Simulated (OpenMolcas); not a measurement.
Co³⁺: from CASSCF to CASPT2

```json
{"Program": "OpenMolcas", "Basis": "ANO-RCC-VTZP [6s5p3d2f1g]", "Scalar Hamiltonian": "DKH2, point nucleus", "Active space": "6 electrons in 10 orbitals (3d 4d)", "State averaging": "2S+1 = 5 even, 5 roots; 2S+1 = 3 even, 45 roots; 2S+1 = 1 even, 44 roots", "Spin-orbit coupling": "RASSI with atomic mean-field integrals over the reference wave functions, term energies averaged over their components"}
```

Methods on the same reference wave functions:
A. CASSCF
B. SS-CASPT2, IPEA 0.25 Eh, imaginary shift 0.1 Eh (closed shells correlated: 3s 3p)
C. MS-CASPT2, IPEA 0.25 Eh, imaginary shift 0.1 Eh (closed shells correlated: 3s 3p)

Energies in cm⁻¹ above 3d⁶ ⁵D₄, the measured ground level; measured values from Sugar and Corliss, J. Phys. Chem. Ref. Data 10, 1097 (1981).

| Level | A | B | C | Measured |
| --- | --- | --- | --- | --- |
| 3d⁶ ⁵D₄ | 0.0 | 0.0 | 0.0 | 0.0 |
| 3d⁶ ⁵D₃ | 606 | 609 | 609 | 639 |
| 3d⁶ ⁵D₂ | 1029 | 1028 | 1028 | 1078 |
| 3d⁶ ⁵D₁ | 1300 | 1295 | 1296 |  |
| 3d⁶ ⁵D₀ | 1432 | 1426 | 1426 | 1494 |
| 3d⁶ ³H₆ | 25603 | 24620 | 24620 | 23680 |
| 3d⁶ ³H₅ | 25898 | 24890 | 24890 | 24032 |
| 3d⁶ ³H₄ | 26106 | 25070 | 25070 | 24272 |
| 3d⁶ ³P₂(1) | 27925 | 23770 | 23760 | 22883 |
| 3d⁶ ³F₄(1) | 29154 | 26330 | 26330 | 25396 |
| 3d⁶ ³F₃(1) | 29499 | 26640 | 26640 | 25736 |
| 3d⁶ ³F₂(1) | 29757 | 26860 | 26860 | 25969 |
| 3d⁶ ³P₁(1) | 29812 | 25660 | 25650 | 24729 |
| 3d⁶ ³P₀(1) | 30575 | 26430 | 26410 | 25449 |
| 3d⁶ ³G₅ | 32196 | 29950 | 29950 | 29022 |
| 3d⁶ ³G₄ | 32775 | 30490 | 30490 | 29592 |
| 3d⁶ ³G₃ | 33004 | 30710 | 30710 | 29868 |
| 3d⁶ ¹I₆ | 38484 | 37320 | 37320 | 35943 |
| 3d⁶ ¹G₄(1) | 40773 | 38350 | 38350 | 36683 |
| 3d⁶ ³D₁ | 41142 | 37110 | 37110 |  |
| 3d⁶ ³D₂ | 41192 | 37130 | 37130 |  |
| 3d⁶ ³D₃ | 41388 | 37350 | 37350 | 36554 |
| 3d⁶ ¹S₀ | 47042 | 42910 | 42900 | 41442 |
| 3d⁶ ¹D₂ | 50467 | 44180 | 44180 | 42342 |

Deviations, from unrounded energies. A percentage is the sum of absolute deviations over the sum of measured energies, with the sign that they share, or ± where signs differ.

| Against measurement | Levels | A | B | C |
| --- | --- | --- | --- | --- |
| mean absolute deviation (cm-1) | 20 | 3400 | 900 | 900 |
| fine structure of the ground term (%) | 3 | -4.4 | -4.6 | -4.6 |
| other terms of the ground configuration (%) | 17 | +13.3 | +3.6 | +3.6 |

B, C lie about equally close to measurement and A furthest from it. The largest miss of C in the table is 3d⁶ ¹D₂, by +1800 cm-1. The ranking rests on the paired levels alone, and a cruder setting can come out closer through cancelling errors.

Between B and C the level of the table that moves most is 3d⁶ ³P₀(1), by 17 cm-1 (lowest in C, highest in B). Moves below CASPT2's spread within the term are not significant.

The two smallest mean deviations differ by little beside CASPT2's spread within terms, so their order carries little weight.

From A to B the spin-free energies of the other terms of 3d⁶ shown, above ⁵D, scale by factors of 0.85 to 0.97, as is usual when dynamic correlation screens the repulsion within a d or f shell.

The lowest spin-free term lies below A's lowest term by 0.344 hartree in B, 0.344 hartree in C.

CASPT2 breaks the degeneracy within a term, and the mean is taken; among the terms shown or strongly mixed into the levels shown the widest spread is 1000 cm-1 (3d⁶ ¹I, C). Active for correlation alone: 4d; no level in the range computed is led by a configuration that fills it, so any true level of that kind is missing. The CASPT2 spread within a term exceeds the gap to the next term for 3d⁶ ³D and 3d⁶ ¹I, so the order of their levels is uncertain (figures for B; the like holds for C). Without dynamic correlation excited terms often stand tens of per cent too high (terms of higher spin than the ground term too low), and those without a measured partner can miss by more than the paired ones (holds for A). Measured partners are found by configuration, term and J. A level has none where our copy of the source lacks it or the pairing is in doubt (some pairs that miss far off the trend of their configuration count as doubtful), and it then counts in no deviation. Levels of configurations outside the active space are missing. The table leaves out levels that lie high or whose names do not pair safely across all columns.

A number in round brackets counts repeated terms of one configuration in the order of the reference energies.
